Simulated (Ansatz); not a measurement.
`[NH2][GaH][CH]=O` + H₂O → `O=CO` + `[NH2][GaH2]` at 400 K and 1 bar (formal hydrolysis of a C–Ga bond).

Program: Ansatz. Geometries: PBE0-D4/def2-TZVP. ΔE: electronic, gas phase. CCSD(T)/CBS is the MP2 limit (def2-TZVPP, def2-QZVPP) plus CCSD(T) − MP2 in def2-TZVPP, frozen cores. This one scheme is used for every species. For Ga outer-core shells are correlated without core-valence functions, which leaves a few kJ/mol of doubt a bond. Scalar relativity is left out up to krypton. Each species was taken in one conformer, which may not be the lowest.

| species | CCSD(T)/CBS energy (Eh) | H − E (kJ/mol) | S (J/(mol·K)) |
| --- | --- | --- | --- |
| `[NH2][GaH][CH]=O` | -2094.25862 | 160.8 | 361.8 |
| H₂O | -76.37941 | 69.8 | 198.6 |
| `O=CO` | -189.60296 | 105.1 | 262.3 |
| `[NH2][GaH2]` | -1981.05479 | 122.4 | 284.4 |

H − E and S are ideal-gas, rigid-rotor, harmonic terms from PBE0-D4/def2-TZVP, for one conformer and one mirror image of each species. 1 Eh = 2625.50 kJ/mol, R = 8.31446 J/(mol·K).

By hand: ΔE, ΔH, ΔS and ΔG.

ΔE = (-189.60296) + (-1981.05479) − (-2094.25862) − (-76.37941) = -0.01972 Eh = -51.8 kJ/mol. Δ(H − E) = 105.1 + 122.4 − 160.8 − 69.8 = -3.1, so ΔH = -54.9 kJ/mol. ΔS = 262.3 + 284.4 − 361.8 − 198.6 = -13.7 J/(mol·K). ΔG = -54.9 − 400 × (-13.7)/1000 = -49.4 kJ/mol.

By hand: the equilibrium constant, and the temperature at which ΔG would vanish if ΔH and ΔS stayed fixed.

log₁₀ K = −ΔG/(RT ln 10) = 6.5. ΔG = 0 at ΔH/ΔS = 4007 K, far beyond where these terms or the molecules hold.

The number of gas molecules stays the same, so ΔS is small and ΔH decides. A doubt of 5 kJ/mol in ΔE shifts log₁₀ K by 0.7 here. Other conformers and mirror images would add mixing entropy, several J/(mol·K) or more a flexible species. These are equilibria of isolated gas molecules and say nothing of rates. Largest T1 diagnostic: 0.016 (customary marks: 0.02 for closed shells, 0.045 for open ones).
